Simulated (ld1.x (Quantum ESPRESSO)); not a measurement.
lead (Pb): one change to a PAW potential, before and after

- Element: Pb (Z = 82)
- Generator: ld1.x (Quantum ESPRESSO) 7.5
- Type: PAW
- Functional: PBEsol
- Relativity: non-relativistic
- Frozen core: [Xe] 4f14
- Valence charge: 14
- Reference configuration: 5d10 6s1.75 6p2.25
- Partial waves: 6s (bound): rcut 1.70, rcutus 2.20 bohr; 6s channel at 0.2 Ry: rcut 1.70, rcutus 2.20 bohr; 6p (bound): rcut 2.75, rcutus 3.30 bohr; 6p channel at 1.3 Ry: rcut 2.75, rcutus 3.30 bohr; 5d (bound): rcut 1.95, rcutus 2.10 bohr; 5d channel at 1.8 Ry: rcut 1.95, rcutus 2.10 bohr; 5f channel at -0.15 Ry: rcut 2.50, rcutus 2.80 bohr; 5f channel at 2.4 Ry: rcut 2.50, rcutus 2.80 bohr
- Local potential: all-electron potential smoothed inside 1.60 bohr (lloc = -1)
- Core correction: a·sin(br)/r model core, default radius (core density twice the valence density)
- Augmentation charge: BG, radius 1.75 bohr

Change: waves 6p (bound): rcut 2.75, rcutus 4.82 bohr; 6p channel at 1.3 Ry: rcut 2.75, rcutus 4.82 bohr.

Cutoffs: the cutoffs (Ry, on a coarse ladder) from which the occupation-weighted sum of valence levels, in a spherical-Bessel basis at the reference potential, stays within 10 and 1 mRy of its value at 400 Ry; they do not see the model core or the augmentation charge, which bear on the density cutoff. Errors are all-electron minus pseudo energies relative to the spin-unpolarised reference configuration.

How do hardness, ghosts and transferability respond?

The potential gets neither clearly harder nor softer (30 Ry and 45 Ry → 30 Ry and 45 Ry); the bound ghosts move from p, s to s; the number of tests that count goes from 7 to 6; of the 6 tests that both files solve, the error grows in 4 and shrinks in 1 by more than 15 % and 0.3 meV (median size 2.4 → 3.7 meV).

```tsv
quantity	base	changed
cutoff, loose	30 Ry	30 Ry
cutoff, tight	45 Ry	45 Ry
bound ghosts	s, p	s
tests counted (converged, no solver errors)	7 of 7	6 of 7
error for 5d10 6s2 6p2, meV [ΔE -1.46 eV]	+0.1	+0.1
error for 5d10 6s2 6p0, meV [ΔE 18.71 eV]	-4.7	+11
error for 5d10 6s1 6p0, meV [ΔE 47.21 eV]	-15	+5.8
error for 5d10 6s1 6p3, meV [ΔE 4.44 eV]	0.0	-0.8
error for 5d10 6s2 6p2.3, meV [ΔE -2.32 eV]	0.0	+1.5
error for 5d10 6s0 6p0, meV [ΔE 84.89 eV]	-30	-37
lowest overlap eigenvalue by channel	s 0.36, p 0.17, d 0.78, f 0.91	s 0.36, p 0.72, d 0.78, f 0.91
```

Base: ld1.x warns that Blöchl-style (BG) augmentation functions are not a good idea. Changed file: Tests not counted: 5d10 6s2 6p1 (solver errors, printed error -3.5 eV). ld1.x warns that Blöchl-style (BG) augmentation functions are not a good idea. A true bound ghost makes a file unfit for plane-wave use even where its test errors are small: the radial tests pick states by their node count and pass the ghost by. Where a test does run into it, the solver fails or the error is huge.
